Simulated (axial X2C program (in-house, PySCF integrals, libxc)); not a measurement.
**Potential curves of AsH⁺, with spin–orbit coupling**

Computed with an axial X2C code built on PySCF integrals. Two-component (2c) means X2C with spin–orbit coupling and atomic mean-field two-electron Coulomb and Gaunt terms. Basis: As dyall-cv3z [9s9p6d4f1g], H dyall-v3z [6s2p1d] (cores contracted in-house); Gaussian nuclei, density fitting, unrestricted open shells. Masses: As 74.922 u, H 1.008 u.

State: Ω = 1/2 (⟨Sz⟩ = -0.50, ⟨Lz⟩ = 1.00 at HF). Energies in eV from the lowest point of each curve. Fits are polynomials in 1 − R0/R over 0.85 to 1.23 times the lowest point R0.

```csv
R (Å),HF,MP2,r2SCAN,CCSD(T)
1.3346,0.4066,0.4325,0.4590,
1.3959,0.1553,0.1748,0.1970,0.1975
1.4420,0.0497,0.0635,0.0799,0.0794
1.4880,0.0015,0.0087,0.0177,0.0172
1.5340,0.0000,0.0000,0.0000,0.0000
1.5877,0.0461,0.0366,0.0248,0.0256
1.6414,0.1331,0.1130,0.0883,0.0896
1.7104,0.2906,0.2556,0.2130,0.2141
1.7948,0.5321,0.4797,0.4123,
1.9175,0.9282,0.9051,0.7567,
```

Correlated methods: 5 electrons correlated (number of frozen shells: As 3 s, 2 p, 1 d; H none), 165 virtual spin orbitals or spinors in MP2, 69 natural virtuals in coupled cluster.

The state is a single determinant with fixed occupations, the lowest that a limited PBE0 search found. Density functionals use the spin component along the axis (collinear). Coupled cluster ran in a truncated set of natural virtual spinors; the MP2 energy of the rest was added. (T) has no such correction and the atoms are truncated less, which lowers De at CCSD(T) by a hundredth of an eV or more. The functionals have no current-density term, which raises determinants with orbital currents, atoms included. Coupled cluster ran on the points near the minimum only. MP2 and coupled cluster on one determinant become unreliable at the stretched end.

**Question.** Fit the HF curve near its minimum: give the equilibrium distance and the harmonic wavenumber.

**Answer.** At HF, 2c: Re = 1.512 Å, ωe ≈ 2330 cm⁻¹; Be follows as 7.41 cm⁻¹.

**Question.** Fit the MP2 curve near its minimum: give the equilibrium distance and the harmonic wavenumber.

**Answer.** At MP2, 2c: Re = 1.521 Å, ωe ≈ 2260 cm⁻¹; Be follows as 7.33 cm⁻¹.

**Question.** What are Re and ωe at the r2SCAN level?

**Answer.** At r2SCAN, 2c: Re = 1.532 Å, ωe ≈ 2170 cm⁻¹; Be follows as 7.22 cm⁻¹.

**Question.** What are Re and ωe at the CCSD(T) level?

**Answer.** At CCSD(T), 2c: Re = 1.531 Å, ωe ≈ 2180 cm⁻¹; Be follows as 7.23 cm⁻¹.
